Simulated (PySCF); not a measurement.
C₂H₇AlFN, SMILES C[NH][Al]([CH3])[F].

Geometry optimised at B3LYP-D3(BJ)/def2-SVP. The structure was generated by enumeration; whether it is a known compound was not checked. Other conformers were not sampled.

The numbers are results of TDA-ωB97X/def2-SVPD (PySCF 2.14.0), not measurements.

Vertical excitations. Isolated molecule, no solvent. State labels are in the subgroup Cs.

Computed lowest excited states:
```
state  symmetry  energy (eV)  λ (nm)      f                                                             main pairs
-----  --------  -----------  ------  -----  ---------------------------------------------------------------------
S1           A"         5.99     207  0.041                                                         HOMO→LUMO 83 %
S2           A'         7.01     177  0.139                                                       HOMO→LUMO+1 94 %
S3           A"         7.29     170  0.017                                                       HOMO→LUMO+2 75 %
S4           A"         7.67     162  0.005                   HOMO→LUMO+3 61 %, HOMO→LUMO+2 12 %, HOMO→LUMO+5 12 %
S5           A'         7.88     157  0.222                                                       HOMO−1→LUMO 85 %
S6           A"         7.95     156  0.033                                                     HOMO−1→LUMO+1 94 %
S7           A"         8.74     142  0.016                  HOMO→LUMO+5 46 %, HOMO→LUMO+11 18 %, HOMO→LUMO+4 17 %
S8           A'         8.84     140  0.066                  HOMO→LUMO+9 48 %, HOMO→LUMO+6 30 %, HOMO→LUMO+10 17 %
S9           A"         9.04     137  0.012  HOMO→LUMO+4 41 %, HOMO→LUMO+7 21 %, HOMO→LUMO+8 11 %, HOMO→LUMO+3 7 %
S10          A'         9.29     133  0.033                                   HOMO−2→LUMO 60 %, HOMO−1→LUMO+3 12 %
T1           A"         5.81     213      0                                                         HOMO→LUMO 78 %
T2           A'         6.03     206      0                                                       HOMO→LUMO+1 94 %
T3           A"         7.20     172      0                                                       HOMO→LUMO+2 71 %
T4           A'         7.25     171      0                                                       HOMO−1→LUMO 78 %
```
Triplets are in the Tamm–Dancoff approximation.
Roots above 9.1 eV, the ΔSCF ionisation energy, lie in the ionisation continuum and depend on the basis.
